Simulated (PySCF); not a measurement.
Isomers C6H9N3:

A. SMILES C=Cc1nnn(C)c1C
B. `C=Cn1c(C)nnc1C`
C. SMILES C=Cn1nnc(C)c1C
D. SMILES Cc1n[nH]nc1C1CC1

Spectrum 1. 1H NMR (500 MHz, computed): δ 10.37 (br s, 1H), 2.55 (s, 3H), 1.73 (m, 1H), 1.02 (m, 2H), 1.01 (m, 2H). 13C{1H} NMR (computed): δ 154.1 (C), 145.6 (C), 13.6 (CH2), 12.1 (CH3), 8.5 (CH).

Spectrum 2. 1H NMR (500 MHz, computed): δ 7.06 (m, 1H), 6.68 (m, 1H), 5.63 (m, 1H), 4.00 (s, 3H), 2.37 (s, 3H). 13C{1H} NMR (computed): δ 148.0 (C), 134.9 (C), 130.3 (CH), 121.5 (CH2), 34.6 (CH3), 9.7 (CH3).

Spectrum 3. 1H NMR (500 MHz, computed): δ 6.99 (m, 1H), 5.44 (m, 1H), 5.07 (m, 1H), 2.60 (s, 6H). 13C{1H} NMR (computed): δ 153.5 (C), 134.5 (CH), 104.5 (CH2), 15.3 (CH3).

Spectrum 4. 1H NMR (500 MHz, computed): δ 7.02 (m, 1H), 6.93 (m, 1H), 5.32 (m, 1H), 2.50 (s, 3H), 2.31 (s, 3H). 13C{1H} NMR (computed): δ 144.3 (C), 134.2 (C), 132.3 (CH), 109.9 (CH2), 12.5 (CH3), 9.4 (CH3).

- GIAO PBE0/pcSseg-1 shieldings
- geometry: GFN2-xTB
- run in PySCF 2.14
- averaged over atoms made equivalent by symmetry, fast rotation or ring inversion, non-relativistic Hamiltonian, no solvent model, single conformer

Shifts are taken against calculated references (same method and geometry level): 1H and 13C vs TMS. Where no couplings were computed, multiplicities follow the n + 1 count of equivalent neighbours, and m marks all less simple cases (inequivalent or close neighbours, rings, F or P nearby). Shifts are as computed. Against solution values, carbons near 30 ppm lie about +3 ppm off and those near 130 ppm about +5 ppm. Of 1211 compounds with measured shifts, 218 miss one by over three times the rms of a fit or turn the order of signals round; such compounds aren't used in these exercises. OH and NH positions are gas-phase values without hydrogen bonding to other molecules.

Which spectrum belongs to which compound?

## Answers

1–D, 2–A, 3–B, 4–C.

- Spectrum 1 (D): 5 13C signals; δC 13.6 is a three-membered-ring carbon; δC 12.1 is a methyl carbon on an aromatic ring.
- Spectrum 2 (A): 6 13C signals; δC 130.3 is an alkene CH; δC 121.5 is a terminal =CH2 carbon.
- Spectrum 3 (B): 4 13C signals; δC 134.5 is an alkene CH; δC 104.5 is a terminal =CH2 carbon.
- Spectrum 4 (C): 6 13C signals; δC 132.3 is an alkene CH; δC 109.9 is a terminal =CH2 carbon.
